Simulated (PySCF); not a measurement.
**Ionisation energy of K²⁺ by level of theory**

K²⁺ [Ne] 3s2 3p5 (2P) → K³⁺ [Ne] 3s2 3p4 (3P), as a difference of total energies. Calculation: PySCF 2.14, in cc-pVDZ-X2C (5s4p2d, 27 functions); the spin-free X2C one-electron Hamiltonian (Gaussian nucleus). Correlated levels: valence: [Ne] 3s2 frozen. The calculations carry no spin-orbit coupling.

| method | ionisation energy (eV) |
| --- | --- |
| UHF | 46.800 |
| M06-L | 48.249 |
| PBE | 48.173 |
| MP2 (valence) | 46.828 |
| SCS-MP2 (valence) | 46.827 |
| CCSD (valence) | 46.829 |
| CCSD(T) (valence) | 46.829 |

Q: How much does correlation contribute at CCSD(T) (valence)?

A: 46.829 − (46.800) = 0.029 eV, measured against UHF.

The reference lies between the lowest fine-structure levels, while these numbers refer to the centres of the terms.

Errors of the correlated levels include the incompleteness of this basis and the frozen core.

For comparison: 45.803 eV (semi-empirical (NIST evaluation); NIST Atomic Spectra Database, ionization energies).
